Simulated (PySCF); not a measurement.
Radial density of Sn⁺ (tin, charge +1)

MN15, [Kr] 4d10 5s2 5d1, 2D determinant (an excited configuration). All numbers are calculated (PySCF 2.14, scalar relativity through the core potential, in aug-cc-pV5Z-PP with ECP28MDF (8s8p6d4f3g2h, 139 functions)). This is the valence pseudo-density: the core potential removes the inner electrons and smooths the orbitals near the nucleus.

```
r (bohr)  4πr²ρ (e/bohr)  4πr²(ρα − ρβ)
 0.00374       1.165e-05         0.0000
 0.00629       2.942e-05         0.0000
  0.0106       6.981e-05         0.0000
  0.0178       0.0001475         0.0000
  0.0299       0.0002713         0.0000
  0.0503       0.0004729         0.0000
  0.0847        0.001500         0.0000
   0.142         0.01343         0.0000
   0.240          0.2054         0.0005
   0.403           3.631         0.0066
   0.678           20.41         0.0268
    1.14           14.26         0.0057
    1.92           2.905         0.0412
    3.23          0.6210         0.2049
    5.42          0.1781         0.1717
    9.12         0.02412         0.0241
    15.3       3.615e-05         0.0000
```

Energies and moments cover only the electrons outside the core potential. The outer electron is Rydberg-like, and this basis confines it to a smaller radius and binds it less than a complete one would.
